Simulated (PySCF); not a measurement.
Te(Br)(GeH3) (BrGeH3Te), SMILES Br[Te][GeH3].

Geometry: B3LYP-D3(BJ)/def2-SVP. This is a generated structure with no PubChem entry under its InChIKey; it may be hypothetical. The def2 effective core potentials stand for the cores of Te; spin–orbit coupling is left out.

Two levels are set side by side: PBE/def2-TZVPD (PySCF) and PBE0/def2-TZVPD (PySCF). Same geometry, gas phase. Differences are taken from unrounded values.

```json
[
 {"quantity": "orbital gap (eV)", "PBE0": "3.58", "PBE": "1.74", "PBE minus PBE0": "-1.84"},
 {"quantity": "highest occupied level (eV)", "PBE0": "-6.52", "PBE": "-5.46", "PBE minus PBE0": "1.06"},
 {"quantity": "lowest empty level (eV)", "PBE0": "-2.94", "PBE": "-3.72", "PBE minus PBE0": "-0.78"},
 {"quantity": "dipole moment (D)", "PBE0": "2.19", "PBE": "2.01", "PBE minus PBE0": "-0.18"},
 {"quantity": "mean polarisability (bohr³)", "PBE0": "100.7", "PBE": "104.0", "PBE minus PBE0": "3.2"}
]
```

PBE's occupied levels lie high since its potential decays too fast outside the molecule; exact exchange lowers them and widens the gap. PBE's more diffuse valence density responds more strongly to a field. Differences between two approximate levels are no errors against the true value.

Rough cost on one machine, each run with all the roots and properties that it gave: PBE0 against PBE within a factor of 2.
